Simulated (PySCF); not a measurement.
Saddle point of SiH2OF2, singlet (SiH₂OF₂ ([OH][SiH]([F])[F]) → SiF₂ + H₂O; bonds formed: O2–H3; bonds broken: Si1–O2, Si1–H3), PBE0-D4/def2-TZVP structure:

```xyz
6
angstrom
Si -0.4173 0.4092 -0.5466
O 0.9381 -0.3972 0.3542
H 0.8031 -0.6198 -0.8932
F -1.6917 -0.1746 0.2281
F -0.3370 1.9266 -0.0706
H 0.7049 -1.1442 0.9281
```

Energies are electronic, without zero-point energy. Barriers and step energies count from the start structure reached by relaxing down the imaginary mode; all methods use the PBE0-D4 structures, on which another method's saddle can fall below an end. Computed with PySCF 2.14 with density fitting (its default auxiliary sets; JK sets also for MP2 and CCSD(T)) (basis: def2-TZVPP, with def2-QZVPP for the basis limit); correlated methods freeze the cores. B3LYP uses VWN-RPA correlation. Extrapolation: Hartree–Fock as exp(−7.88 √X), correlation as X^−2.97.

```json
{"method": "SPW92", "barrier (kJ/mol)": "287.7", "step energy (kJ/mol)": "198.0"}
{"method": "PBE-D4", "barrier (kJ/mol)": "?", "step energy (kJ/mol)": "193.8"}
{"method": "r2SCAN-D4", "barrier (kJ/mol)": "333.5", "step energy (kJ/mol)": "229.5"}
{"method": "PBE0-D4", "barrier (kJ/mol)": "335.9", "step energy (kJ/mol)": "215.2"}
{"method": "B3LYP-D4", "barrier (kJ/mol)": "339.4", "step energy (kJ/mol)": "211.6"}
{"method": "BHLYP-D4", "barrier (kJ/mol)": "?", "step energy (kJ/mol)": "233.6"}
{"method": "wB97M-V", "barrier (kJ/mol)": "343.8", "step energy (kJ/mol)": "204.9"}
{"method": "HF", "barrier (kJ/mol)": "439.9", "step energy (kJ/mol)": "258.2"}
{"method": "MP2", "barrier (kJ/mol)": "?", "step energy (kJ/mol)": "236.2"}
{"method": "CCSD", "barrier (kJ/mol)": "372.1", "step energy (kJ/mol)": "229.2"}
{"method": "CCSD(T)", "barrier (kJ/mol)": "357.3", "step energy (kJ/mol)": "224.7"}
```

Task: Fill in the withheld barriers. (Judge from chemistry; the value comes from the calculation.)

Result: The calculation gives: PBE-D4 299.3; BHLYP-D4 380.3; MP2 361.7 kJ/mol. Each is the energy of the saddle less that of the start structure, by the same method.

For comparison, the barrier by CCSD(T) at an estimated basis limit (MP2 extrapolated from triple and quadruple zeta, plus CCSD(T) − MP2 in triple zeta) is 353.8 kJ/mol.

No T1 diagnostic of these runs exceeds 0.015. The restricted Hartree–Fock reference is unstable towards an unrestricted one at one or more of these structures.

Losses and insertions of silylenes and their heavier kin drive the gas-phase chemistry of silicon and germanium vapour deposition.

Labels in which every atom is bracketed show which atoms are joined, not bond orders.

For scale, one of the runs: CCSD(T)/def2-TZVPP, 163 basis functions, launched by `OMP_NUM_THREADS=4 python run.py`. Hardware: 4 CPU threads of an Arm Neoverse V2, shared host. Wall time 2.7 min; peak host memory 1.6 GiB.
